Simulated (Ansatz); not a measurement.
Basis sets compared for the cluster Te2Pb⁺. Charge 1, multiplicity 2. Geometry PBE0-D4/def2-SVP. Ansatz on 4 threads of Arm Neoverse V2 on a shared host; times are rough, and most runs start from earlier orbitals.

```xyz
3

Pb   -1.046    1.256    0.564
Te   -0.388   -0.969   -1.210
Te    1.433   -0.287    0.646
```

In the def2 sets Pb, Te take a core potential; there is no spin–orbit coupling. The structure comes from a short search, and lower isomers may exist.

| level | functions | energy (Eh) | HOMO (eV) | LUMO (eV) | wall time |
| --- | --- | --- | --- | --- | --- |
| PBE-D4/def2-SVP | 78 | -728.7807 | -10.09 | -9.33 | 1.1 s |
| PBE0-D4/def2-SVP | 78 | -728.7761 | -11.14 | -8.62 | 1.7 s |

Task: Estimate the rows for PBE-D4/def2-TZVP, PBE0-D4/def2-TZVP.

Result: 
| level | functions | energy (Eh) | HOMO (eV) | LUMO (eV) | wall time |
| --- | --- | --- | --- | --- | --- |
| PBE-D4/def2-TZVP | 150 | -728.8102 | -10.05 | -9.25 | 2.4 s |
| PBE0-D4/def2-TZVP | 150 | -728.8043 | -11.09 | -8.53 | 3.6 s |
